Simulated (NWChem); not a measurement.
SiHF3; SMILES F[SiH](F)F

All runs: NWChem. The geometry was optimised at PBE0/def2-SVP. Level: PBE0/def2-SVP with SMD (1 M gas to 1 M solution), gas-phase geometry. Reactions with the solvent are ignored.

### Question
Estimate the computed values for solvent water. Quantities: solvation free energy (kcal/mol); cavity-dispersion-structure term (kcal/mol); dipole in solution (D).

### Answer
```yaml
solvation free energy (kcal/mol): 0.3
cavity-dispersion-structure term (kcal/mol): 3.0
dipole in solution (D): 1.78
```
